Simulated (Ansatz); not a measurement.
C3H7O2, doublet, at a GFN2-xTB geometry. Base run: BLYP/3-21G in Ansatz (a first-principles code).

Ansatz was given this input:
Ansatz 0.2 input:
```yaml
crystal:
  periodic: [false, false, false]
  atoms:
    - {symbol: C, position_ang: [1.38289072, -0.82437573, 0.53679913]}
    - {symbol: C, position_ang: [0.50950365, 0.09301209, -0.23765718]}
    - {symbol: O, position_ang: [0.84386230, 1.43063186, -0.17475057]}
    - {symbol: C, position_ang: [-0.85836591, -0.30056562, -0.65335888]}
    - {symbol: O, position_ang: [-1.77431808, -0.43610899, 0.44043898]}
    - {symbol: H, position_ang: [0.85160641, -1.25365403, 1.39124192]}
    - {symbol: H, position_ang: [1.71658133, -1.65698409, -0.08560365]}
    - {symbol: H, position_ang: [2.25033180, -0.27778887, 0.89490509]}
    - {symbol: H, position_ang: [0.23410632, 1.94603789, -0.71552314]}
    - {symbol: H, position_ang: [-0.85088573, -1.28963408, -1.11844561]}
    - {symbol: H, position_ang: [-1.26579534, 0.42763259, -1.37435551]}
    - {symbol: H, position_ang: [-1.69646917, 0.33978311, 1.00757527]}
basis:
  gaussian:
    orbitals: 3-21G.json
hamiltonian:
  xc: blyp
magnetization: {spin_polarized: true, initial_magnetization: 1}
```
The basis file holds 3-21G in the JSON format of the Basis Set Exchange.

Each row names what was changed in the base input (with any setting that the change needs).

```
change                                                             ΔE vs base (mEh)
-----------------------------------------------------------------  ----------------
base                                                                          0.000
final_grid = 10, 20, 41                                                       0.000
final_grid = 4, 8, 17                                                         0.209
point_charge = charge:-1.0 position_ang:-3.1396, -3.0829, -3.0367             0.382
final_grid = 6, 12, 29                                                       -0.003
accuracy = high                                                               0.000
point_charge = charge:0.5 position_ang:0.7355, -4.9969, -2.1218              -0.761
lower_state_search = light                                                    0.000
lower_state_search = full                                                     0.000
point_charge = charge:1.0 position_ang:4.2345, 2.7625, -1.7016               -5.291
final_grid = 14, 28, 59                                                       0.000
```
